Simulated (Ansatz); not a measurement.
CuAg4⁺. The state is a singlet with charge 1. Geometry PBE-D4/def2-SVP, basis def2-TZVP, Ansatz.

```xyz
5

Ag    1.787    1.991   -0.677
Ag   -1.650   -2.059    0.771
Ag   -1.164   -1.655   -1.788
Ag    0.001    0.015    0.064
Cu    1.027    1.707    1.630
```

```csv
run,HOMO (eV),LUMO (eV)
A,-11.61,-5.02
B,-10.02,-6.70
C,-9.52,-7.36
D,-9.57,-7.63
E,-10.01,-6.56
```

In the def2 sets Ag takes a core potential; there is no spin–orbit coupling. Another isomer (singlet) lies 0.03 eV lower at PBE0-D4/def2-TZVP; other spin states weren't run for this one.

Problem. The runs used PBE, PBE0, r2SCAN, r2SCAN0, ωB97M-V. Estimate which is which.

Solution. A ωB97M-V (range-separated); B PBE0 (25 % exact exchange); C r2SCAN (0 % exact exchange); D PBE (0 % exact exchange); E r2SCAN0 (25 % exact exchange). Exact exchange lowers occupied and raises empty levels; among semilocal functionals meta-GGAs tend to open the gap a little, and such runs are hard to tell apart. The gap grows from 1.94 eV (PBE) to 6.59 eV (ωB97M-V).
